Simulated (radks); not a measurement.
Initial-state core-level shifts of the osmium ion Os+ when its valence configuration changes from [Xe] 4f14 5d6 6s1. All-electron calculation, Dirac Kohn-Sham, BLYP, spin-unpolarised, spherical densities, finite nucleus; open shells are shared between the two j in proportion to 2j + 1; Fermi nuclear charge, rms radius 5.4126 fm. Program: a radial shooting solver on a logarithmic mesh with Libxc functionals. Shifts are changes of the shell-averaged eigenvalues in eV (positive: less bound); the change of the density at the nucleus, which sets a Mossbauer isomer shift, is in e/bohr^3, on a base of 1.676e+06.

valence                    3s       3p       3d       5p  density at nucleus
4f14 5d6 6p1           -1.547   -1.547   -1.544   -1.539              -115.1
4f13 5d6 6s1 6p1      -18.335  -18.297  -18.170   -7.581              +143.6
4f14 5d5 6p2           -6.154   -6.153   -6.165   -5.755              -102.3
4f13.5 5d6 6s1 6p0.5   -8.992   -8.974   -8.910   -3.742               +70.1
4f14 5d5 6s1 6p1       -4.658   -4.657   -4.670   -4.289               +26.9
4f14 5d5 6s2           -3.089   -3.089   -3.104   -2.746              +145.6
4f13.5 5d6.5 6s1       -6.636   -6.618   -6.548   -1.565               +56.8
4f13 5d7 6s1          -13.453  -13.416  -13.274   -3.110              +115.1
4f14 5d3 6s2 6p2      -13.147  -13.147  -13.200  -11.711              +241.4
